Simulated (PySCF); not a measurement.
An excited-state job on `Brc1cncpc1`.

Computed with TDDFT PBE0/def2-SVPD, vertical, gas phase, core orbitals frozen in the response (PySCF 2.14.0, density-fitted response routines). Geometry: GFN2-xTB. The input is one job of a driver script: a line of settings, then coordinates in Å.

Input:
```
{"job": {"kind": "uv", "xc": "PBE0", "basis": "def2-SVPD", "nstates": 8, "ntriplets": 3}, "charge": 0, "multiplicity": 1}
Br    -2.824889     0.887994     0.204014
C     -1.023278     0.248025     0.074638
C     -0.009338     1.193863    -0.037799
N      1.268821     0.897667    -0.134680
C      1.708641    -0.336332    -0.133392
P      0.788409    -1.817620    -0.011949
C     -0.796948    -1.109735     0.097882
H     -0.248381     2.248934    -0.050195
H      2.787339    -0.426421    -0.219733
H     -1.641492    -1.781721     0.188687
```

Q: Estimate the output.

A: 
```
coarse grid: 47000 points
cycle   1  E = -3123.2190853617  dE =  8.629e-02  |g| = 2.806e-01  |ddm| = 7.432e+00
cycle   2  E = -3123.1999966970  dE =  1.909e-02  |g| = 3.981e-01  |ddm| = 1.798e+00
cycle   3  E = -3123.2367943094  dE = -3.680e-02  |g| = 8.390e-02  |ddm| = 1.124e+00
cycle   4  E = -3123.2380689882  dE = -1.275e-03  |g| = 4.331e-02  |ddm| = 2.198e-01
cycle   5  E = -3123.2386014320  dE = -5.324e-04  |g| = 8.680e-03  |ddm| = 1.067e-01
cycle   6  E = -3123.2386220026  dE = -2.057e-05  |g| = 2.116e-03  |ddm| = 2.350e-02
cycle   7  E = -3123.2386231390  dE = -1.136e-06  |g| = 6.443e-04  |ddm| = 5.444e-03
final grid: 96944 points
cycle   8  E = -3123.2386331748  dE =  6.486e-08  |g| = 9.474e-04  |ddm| = 1.052e-02
cycle   9  E = -3123.2386328704  dE =  3.044e-07  |g| = 1.491e-03  |ddm| = 4.570e-03
cycle  10  E = -3123.2386333777  dE = -5.073e-07  |g| = 1.088e-04  |ddm| = 2.889e-03
cycle  11  E = -3123.2386333812  dE = -3.519e-09  |g| = 1.715e-05  |ddm| = 2.304e-04
cycle  12  E = -3123.2386333813  dE = -8.367e-11  |g| = 6.049e-06  |ddm| = 5.843e-05
converged SCF energy = -3123.2386333813

Static polarisability (au): isotropic 99.315, principal 60.909 97.990 139.047

Singlet excitations
state   eV       nm        f      main configurations
  1   3.6643    338.4   0.00495   H->L 0.99
  2   4.1081    301.8   0.00042   H->L+1 0.99
  3   4.5365    273.3   0.03210   H-1->L 0.69, H-1->L+1 0.12, H-2->L 0.11
  4   5.1438    241.0   0.08080   H-1->L+1 0.65, H-1->L 0.20, H-2->L 0.10
  5   5.2777    234.9   0.00567   H-3->L 0.87, H-4->L 0.11
  6   5.5790    222.2   0.00014   H-1->L+2 0.93
  7   5.5990    221.4   0.16744   H-2->L 0.72, H-1->L+1 0.13
  8   5.6789    218.3   0.00503   H-4->L 0.67, H-3->L+1 0.23

Triplet excitations (Tamm-Dancoff, eV): 3.1428 3.2504 3.6479
```

The SCF starts on a coarse grid where the log names one; the energy can jump when the final grid takes over, and dE then counts from the start density on the new grid. H and L stand for HOMO and LUMO; the number after each pair is its weight.

Q: Which computed singlet has the largest oscillator strength, and what do all of them sum to?

A: State 7 at 5.60 eV (221 nm), f = 0.167; the 8 states sum to 0.297.

Q: Give S1 in cm⁻¹ and kJ/mol.

A: 3.6643 eV × 8065.54 = 29555 cm⁻¹; × 96.485 = 353.6 kJ/mol.

Summary of the converged run: HOMO -7.44 eV, LUMO -2.26 eV; lowest singlet 3.66 eV; lowest triplet 3.14 eV (Tamm–Dancoff); mean polarisability 99.3 au.

 The PBE0/def2-SVPD calculation is non-relativistic and has no spin–orbit coupling, an omission that weighs most on bromine.

Time: 47 s. Hardware: x86-64 server, one thread, on a shared host.
Labels such as C1 count atoms from 1, the log's own numbers from 0.
